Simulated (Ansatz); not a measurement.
Basis-set series for C₆H₁₅InO₃, SMILES `CC[O][In]([O]CC)[O]CC`. Total charge 0; spin multiplicity 1. In takes the def2 core potential. The geometry is a stationary point of PBE0-D4/def2-TZVP. It is one conformer, not always the lowest.

```json
{"functional": "PBE0-D4", "basis": "def2-SVP", "functions": "227", "energy (Eh)": "-652.61762", "HOMO (eV)": "-7.39", "LUMO (eV)": "-1.45"}
{"functional": "PBE0-D4", "basis": "def2-QZVPP", "functions": "1045", "energy (Eh)": "-653.18996", "HOMO (eV)": "-7.54", "LUMO (eV)": "-1.63"}
{"functional": "ωB97M-V", "basis": "def2-SVP", "functions": "227", "energy (Eh)": "-652.86073", "HOMO (eV)": "-9.80", "LUMO (eV)": "0.51"}
{"functional": "ωB97M-V", "basis": "def2-QZVPP", "functions": "1045", "energy (Eh)": "-653.45440", "HOMO (eV)": "-9.96", "LUMO (eV)": "0.10"}
```

**Question.** Give the rows for def2-TZVPP. (An estimate is asked.)

**Answer.** Ansatz gave: 
| functional | basis | functions | energy (Eh) | HOMO (eV) | LUMO (eV) |
| --- | --- | --- | --- | --- | --- |
| PBE0-D4 | def2-TZVPP | 539 | -653.16129 | -7.51 | -1.58 |
| ωB97M-V | def2-TZVPP | 539 | -653.42670 | -9.94 | 0.28 |

Positive LUMOs are unbound and depend on the basis.
